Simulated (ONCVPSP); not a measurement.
# What the settings do to the ONCV potential of cobalt

Base potential:

ONCVPSP 4.0.1 input, shortened (lines: element, Z, core and valence counts, functional; n l f; lmax; l rc ep ncon nbas qcut; lloc lpopt rc5 dvloc0; l nproj debl; icmod fcfact rcfact), PBE, scalar-relativistic:

```
  Co 27.00    3    4        4      upf
    1    0    2.00
    2    0    2.00
    2    1    6.00
    3    0    2.00
    3    1    6.00
    3    2    8.00
    4    0    1.00
    2
    0    1.35    0.00    4    7    9.20
    1    0.85    0.00    3    7    8.20
    2    0.95    0.00    4    8   18.70
    4    1    0.80    0.00
    0    3    3.70
    1    1    3.30
    2    2    1.60
    0    0.00    0.00
```

All-electron outer shells of the reference configuration (PBE, scalar-relativistic, ld1.x):

| shell | level (eV) | outermost node (bohr) | outermost maximum (bohr) |
| --- | --- | --- | --- |
| 2p | -764.70 | – | 0.17 |
| 3s | -97.60 | 0.31 | 0.67 |
| 3p | -60.97 | 0.28 | 0.68 |
| 4s | -4.37 | 0.97 | 2.44 |
| 3d | -4.24 | – | 0.68 |

Cutoffs, loose and tight: the cutoffs (Ha) at which the residual kinetic energy of the hardest occupied pseudo-wave falls to 1 and 0.1 mHa per electron. They do not see the model core or the augmentation charge, which bear on the density cutoff. Test errors are all-electron minus pseudo excitation energies from the reference, over the configurations 3s2 3p6 3d7 4s2; 3s2 3p6 3d7 4s1; 3s2 3p6 3d7 4s0; 3s2 3p6 3d7.5 4s1.5. A dash means not determined; rows that change the core or the reference have their own tests.

```tsv
change	outcome	cutoff, loose	cutoff, tight	bound ghosts	GHOST(+) flags above zero	largest test error (meV)
base	generated	117 Ha	137 Ha	none	none	+4.8
p: ncon 4, nbas 8	generated	117 Ha	177 Ha	none	none	+4.8
p: qcut 11.5	generated	117 Ha	137 Ha	none	none	+4.8
non-relativistic	generated	117 Ha	136 Ha	none	none	+4.2
d: rc 0.85, qcut 20.9, nproj 0; local potential the d channel	generated	141 Ha	167 Ha	none	s	+4.8
s: qcut 7.3; p: qcut 6.5; d: qcut 14.8	generated	120 Ha	221 Ha	none	none	+5.3
```

(1) What comes out with this change to the base: reference 3s2 3p6 3d7.5 4s1.5?

(2) What comes out with this change to the base: d: rc 0.62; local potential polynomial inside 0.62 bohr (lpopt 1, dvloc0 0 Ha)?

Results:

(1) outcome: generated; cutoff, loose: 116 Ha; cutoff, tight: 134 Ha; bound ghosts: none; GHOST(+) flags above zero: none; largest test error (meV): +1.5.

(2) outcome: generated; cutoff, loose: 162 Ha; cutoff, tight: 480 Ha; bound ghosts: none; GHOST(+) flags above zero: s; largest test error (meV): +12.
